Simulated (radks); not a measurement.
Task: Ag, 47 electrons, occupied as [Kr] 4d7 5s1 5p3 (not the ground configuration). Calculated with a radial shooting solver on a logarithmic mesh with Libxc functionals: scalar-relativistic Kohn-Sham, PBE, spin-polarised, spherical densities, point nucleus; open shells are filled with parallel spins first (spin-orbit coupling, left out, can overturn this in heavy ions). Some entries of the table are withheld. Estimate them.

orbital,occ.,eigenvalue (hartree),<r^2> (bohr^2)
1s up,1,-931.5427,0.001308
1s down,1,-931.5395,0.001308
2s up,1,-137.7647,0.02146
2s down,1,-137.7399,0.02146
2p up,3,-123.6369,0.01691
2p down,3,-123.6169,0.01691
3s up,1,-25.81573,0.1553
3s down,1,-25.80125,0.1553
3p up,3,-21.17807,0.1569
3p down,3,-21.16156,0.1568
3d up,5,-13.87118,0.1424
3d down,5,-13.84718,0.1423
4s up,1,-4.16943,0.9213
4s down,1,-4.06865,0.9177
4p up,3,-2.80738,1.099
4p down,3,-2.70303,1.094
4d up,5,-0.83995,1.834
4d down,2,-0.72892,1.817
5s up,1,(1),7.185
5s down,0,(2),7.284
5p up,3,-0.17858,11.82

Result: 
(1) 5s up eigenvalue (hartree): -0.41422
(2) 5s down eigenvalue (hartree): -0.29586
